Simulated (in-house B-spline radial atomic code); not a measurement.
A run on an ion of nuclear charge 69 with 69.6 electrons that did not converge. Method: scalar-relativistic (X2C) B3LYP, spin-polarised, spherical fractional occupations, Fermi nucleus of rms radius 5.2256 fm; computed with a B-spline radial code for spherical atoms.

Command:
```bash
python run_scf.py task.json out
```
Settings (nuclear radius in fm, mass in u):
```
Z                69
configuration    [Xe] 4f13.6 6s2
hamiltonian      x2c
method           b3lyp
spin_polarised   True
nucleus          fermi
rms_radius       5.2256
atomic_mass      168.93422
speed_of_light   137.035999084
```

First and last ten iterations of the last attempt (damped for 15 steps, keeping 80 % of the old Fock matrix, then DIIS):
```
 iter        energy (Eh)    residual
    1      -13565.917918    4.80e-01
    2      -13457.984116    1.00e+00
    3      -13560.401175    4.59e-01
    4      -13565.671912    1.93e-01
    5      -13567.145771    7.06e-02
    6      -13567.423264    3.98e-02
    7      -13567.481060    2.97e-02
    8      -13567.507900    2.20e-02
    9      -13567.523853    1.61e-02
   10      -13567.533491    1.16e-02
  111      -13546.047762    4.51e-01
  112      -13546.182142    4.49e-01
  113      -13546.155120    4.50e-01
  114      -13546.152755    4.50e-01
  115      -13437.447835    5.55e-01
  116      -13440.040051    4.35e-01
  117      -13539.727877    9.45e-01
  118      -13540.459489    8.79e-01
  119      -13541.431641    8.60e-01
  120      -13543.940437    8.12e-01
 not converged after 120 iterations
```

The smallest residual met was 7.7e-03; the threshold is about 7e-07. No energy from this run should be used. The likely cause: this method binds the added charge weakly or not at all at the basis-set limit, so charge moves back and forth between the atom and the box. Time taken, with all properties: 4.4 s on 1 thread of Arm Neoverse V2, with other jobs on the host.
